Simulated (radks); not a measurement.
Species: Cs II. Configuration: [Xe] 6s(up 0, down 0) (the NIST ground configuration). Method: scalar-relativistic Kohn-Sham, PBE, spin-polarised, spherical densities, finite nucleus; Fermi nuclear charge, rms radius 4.8041 fm; computed with a radial shooting solver on a logarithmic mesh with Libxc functionals.

Normalised radial functions P(r) = r R(r), r in bohr:

r,4p,4d,5s
0.001615,0.0034,0.0000,0.0420
0.002467,0.0071,0.0000,0.0588
0.00377,0.0148,0.0002,0.0800
0.005761,0.0307,0.0005,0.1039
0.008804,0.0624,0.0016,0.1247
0.01345,0.1221,0.0052,0.1296
0.02056,0.2238,0.0158,0.0976
0.03141,0.3672,0.0455,0.0081
0.048,0.4962,0.1196,-0.1269
0.07335,0.4505,0.2740,-0.2119
0.1121,0.0373,0.5081,-0.0892
0.1713,-0.5963,0.6691,0.2173
0.2617,-0.6595,0.4146,0.2638
0.3999,0.3582,-0.3926,-0.2203
0.6111,1.3119,-1.1348,-0.4349
0.9337,0.9981,-1.0490,0.2624
1.427,0.2861,-0.4634,0.8754
2.18,0.0275,-0.0939,0.6474
3.332,0.0006,-0.0067,0.1883
5.091,0.0000,-0.0001,0.0190

4p: eigenvalue -166.06 eV, 2 radial nodes at r = 0.115, 0.355 bohr, <r> = 0.739 bohr, 90 % of the charge inside 1.08 bohr. 4d: eigenvalue -79.489 eV, 1 radial node at r = 0.333 bohr, <r> = 0.837 bohr, 90 % of the charge inside 1.27 bohr. 5s: eigenvalue -31.936 eV, 4 radial nodes at r = 0.0323, 0.128, 0.340, 0.824 bohr, <r> = 1.74 bohr, 90 % of the charge inside 2.52 bohr.
